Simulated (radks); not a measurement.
Results of a calculation; reference values are marked as such.
Spherical jellium clusters: N electrons in a uniform positive sphere of charge N and radius rs N^(1/3), rs = 4.87 bohr. Level of theory: non-relativistic Kohn-Sham, LDA (Slater exchange, Perdew-Wang correlation), spin-polarised, spherical densities (a radial shooting solver with Libxc functionals). Levels are named by radial order and angular momentum (1s, 1p, 1d, 2s, ...), and open shells are averaged over m.

N = 15, configuration 1s2 1p6 1d(up 5, down 2). This is the lowest configuration that the search found. Occupied and some empty levels:

| level | occupation | eigenvalue (eV) | <r> (bohr) |
|---|---|---|---|
| 1s up | 1 | -4.0311 | 7.542 |
| 1s down | 1 | -3.8667 | 7.306 |
| 1p up | 3 | -3.4126 | 8.904 |
| 1p down | 3 | -3.2079 | 8.869 |
| 1d up | 5 | -2.6272 | 9.885 |
| 1d down | 2 | -2.4164 | 9.949 |
| 2s up | 0 | -2.2296 | 8.179 |
| 2s down | 0 | -2.1354 | 8.335 |
| 1f up | 0 | -1.7124 | 10.79 |
| 1f down | 0 | -1.5137 | 10.93 |
| 2p up | 0 | -1.2272 | 10.34 |
| 2p down | 0 | -1.1251 | 10.48 |

Energy (eV): total -27.0134, kinetic 18.751, external -606.26, Hartree 301.05, exchange-correlation -46.418, background 305.86.
